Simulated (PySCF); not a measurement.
Precursor series Hf F-OH. All species are isolated molecules in the gas phase. One relaxed conformer stands for each flexible species; it need not be the lowest. In the def2 sets, heavy atoms carry core potentials. All members: neutral, multiplicity 1. Level: B3LYP-D3(BJ)/def2-TZVP // BP86-D3(BJ)/def2-SVP (PySCF), beside PBE-D3(BJ)/def2-TZVP // BP86-D3(BJ)/def2-SVP (PySCF) at the same geometries. B3LYP has the VWN-RPA correlation part, as in Gaussian.  Orbital energies are measured against the vacuum level.

| species | LUMO, PBE (eV) | LUMO, B3LYP-D3(BJ) (eV) |
|---|---|---|
| [Hf(F)4] | -1.72 | -1.35 |
| [Hf(F)3(OH)] | -1.36 | withheld |
| [Hf(F)2(OH)2] | -1.10 | -0.74 |
| [Hf(F)(OH)3] | -0.85 | -0.48 |
| [Hf(OH)4] | -0.62 | -0.23 |

Task: Fit y = a + b·x, y being the LUMO at the first level, to the 4 complete rows by least squares, with x = the PBE value in eV. Give a, b and the rms residual, and predict the withheld value.

Result: Means of the 4 rows: x̄ = -1.0725, ȳ = -0.7 eV. Σ(x − x̄)² = 0.67427 and Σ(x − x̄)(y − ȳ) = 0.6836, so b = 1.014 and a = ȳ − b·x̄ = 0.388 eV. The rms residual is 0.009 eV. At x = -1.36 the line gives -0.99 eV. The run for [Hf(F)3(OH)] gave -1.01 eV, so the line is off by 0.02 eV, more than twice the rms residual.

Codes: PySCF.
